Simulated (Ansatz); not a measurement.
Consider the formal exchange of groups at the Sn–Si bond: `[Cl][SnH2][Si](Cl)(Cl)Cl` + `O[SiH3]` → `O[SiH2][SnH2][Cl]` + `Cl[SiH](Cl)Cl`.

Isolated molecules relaxed with PBE0-D4/def2-TZVP in Ansatz; ΔE leaves out vibrations. CCSD(T)/CBS is the MP2 limit (def2-TZVPP, def2-QZVPP) plus CCSD(T) − MP2 in def2-TZVPP, frozen cores. This one scheme is used for every species. DFT in def2-TZVPP. Elements past krypton have def2 core potentials. For Sn outer-core shells are correlated without core-valence functions, which leaves a few kJ/mol of doubt a bond. One conformer a species, not always the lowest.

Is it downhill or uphill in electronic energy at CCSD(T)/CBS, and by how much? (Best estimate.)

Computed: Downhill: ΔE = -6.4 kJ/mol.

What do these levels give: PBE-D4, ωB97X-V, ωB97M-V, B2PLYP, r2SCAN, HF/def2-QZVPP? (Estimate.)

The calculation gave: PBE-D4 -7.7, ωB97X-V -7.8, ωB97M-V -8.2, B2PLYP -8.2, r2SCAN -11.5, HF/def2-QZVPP -7.6 kJ/mol.

Largest T1 diagnostic among the species: 0.012.

The D4 term adds +6.0 kJ/mol with B3LYP and +3.7 kJ/mol with PBE0; it sums over pairs of atoms, weighted by their polarisabilities, and B3LYP, whose exchange is more repulsive, gets the larger term.

B3LYP here is the variant with VWN-RPA as its local correlation; programs differ in this.
